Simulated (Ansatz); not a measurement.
Born–Oppenheimer molecular dynamics of BF3H2O (7 atoms, charge 0, multiplicity 1). It starts at the highest image of a converged band, a first-order saddle point between two minima.

The calculation used RKS B3LYP/def2-SVP in Ansatz 0.2.0.

```yaml
ensemble: NVE (velocity Verlet)
time_step: 0.5 fs
steps_asked: 200
starting_velocities_drawn_for: 100 K
seed: 8187
```

First frame:

```xyz
7
Properties=species:S:1:pos:R:3
B 0.003 0.142 0.114
O 0.002 -0.064 1.596
H -0.849 -0.408 1.907
F 1.131 -0.189 -0.505
F -1.168 -0.118 -0.481
F 0.068 1.759 0.454
H 0.025 1.199 1.433
```

Problem. What does the run give?

Solution. All steps were run.

```yaml
steps_done: 200
time_covered: 100 fs
mean_temperature_over_the_second_half: 763 K
spread_of_the_potential_energy_over_the_second_half: 3.0 meV per atom
mean_potential_energy_of_the_second_half_above_the_start: -61.2 meV per atom
```

The conserved energy stayed within 0.057 meV per atom of its start (net change 0.017 meV per atom), so the integration is sound. The kinetic energy rose, since the run started high on the potential surface and went downhill. It ends in pieces (BF2HO + FH), so much of that is their flight and rotation, not heat. A run of 0.1 ps of so small a system gives no equilibrium averages. The orbitals stay closed-shell, which can raise the energy where a bond breaks towards radicals; this wasn't checked here.

Problem. What happens to the structure?

Solution. Between its relaxed ends the band would form B1–F6, O2–H7 and break F6–H7. These pairs go: B1–F6 1.65 → 3.10 Å, O2–H7 1.27 → 3.79 Å, F6–H7 1.13 → 0.93 Å. In the last frame they stand as before the step (other bonds may differ from the relaxed reactants and products). It ends as BF2HO + FH. Pairs count as bonded within 1.25 times the sum of covalent radii (0.12 Å more for H–H). Another seed would give other details.

Problem. How do temperature and energy run in time?

Solution. 
```json
{"time (fs)": "0", "T (K)": "100", "potential energy less start (eV)": "0.000", "conserved less start (meV/atom)": "0.00"}
{"time (fs)": "5", "T (K)": "74", "potential energy less start (eV)": "0.017", "conserved less start (meV/atom)": "0.02"}
{"time (fs)": "10", "T (K)": "48", "potential energy less start (eV)": "0.034", "conserved less start (meV/atom)": "0.03"}
{"time (fs)": "15", "T (K)": "22", "potential energy less start (eV)": "0.051", "conserved less start (meV/atom)": "0.05"}
{"time (fs)": "20", "T (K)": "19", "potential energy less start (eV)": "0.053", "conserved less start (meV/atom)": "0.05"}
{"time (fs)": "25", "T (K)": "50", "potential energy less start (eV)": "0.033", "conserved less start (meV/atom)": "0.03"}
{"time (fs)": "30", "T (K)": "109", "potential energy less start (eV)": "-0.005", "conserved less start (meV/atom)": "0.01"}
{"time (fs)": "35", "T (K)": "222", "potential energy less start (eV)": "-0.079", "conserved less start (meV/atom)": "0.01"}
{"time (fs)": "40", "T (K)": "356", "potential energy less start (eV)": "-0.165", "conserved less start (meV/atom)": "0.03"}
{"time (fs)": "45", "T (K)": "519", "potential energy less start (eV)": "-0.271", "conserved less start (meV/atom)": "0.05"}
{"time (fs)": "50", "T (K)": "652", "potential energy less start (eV)": "-0.356", "conserved less start (meV/atom)": "0.04"}
{"time (fs)": "55", "T (K)": "752", "potential energy less start (eV)": "-0.421", "conserved less start (meV/atom)": "0.02"}
{"time (fs)": "60", "T (K)": "807", "potential energy less start (eV)": "-0.457", "conserved less start (meV/atom)": "0.00"}
{"time (fs)": "65", "T (K)": "814", "potential energy less start (eV)": "-0.461", "conserved less start (meV/atom)": "0.01"}
{"time (fs)": "70", "T (K)": "794", "potential energy less start (eV)": "-0.448", "conserved less start (meV/atom)": "0.02"}
{"time (fs)": "75", "T (K)": "751", "potential energy less start (eV)": "-0.421", "conserved less start (meV/atom)": "0.04"}
{"time (fs)": "80", "T (K)": "750", "potential energy less start (eV)": "-0.420", "conserved less start (meV/atom)": "0.05"}
{"time (fs)": "85", "T (K)": "754", "potential energy less start (eV)": "-0.422", "conserved less start (meV/atom)": "0.04"}
{"time (fs)": "90", "T (K)": "773", "potential energy less start (eV)": "-0.435", "conserved less start (meV/atom)": "0.01"}
{"time (fs)": "95", "T (K)": "753", "potential energy less start (eV)": "-0.422", "conserved less start (meV/atom)": "0.00"}
{"time (fs)": "100", "T (K)": "714", "potential energy less start (eV)": "-0.397", "conserved less start (meV/atom)": "0.02"}
```

The run took 4.5 min on 1 thread of Intel(R) Xeon(R) 6975P-C (Granite Rapids) (shared host), peak memory 0.16 GiB.
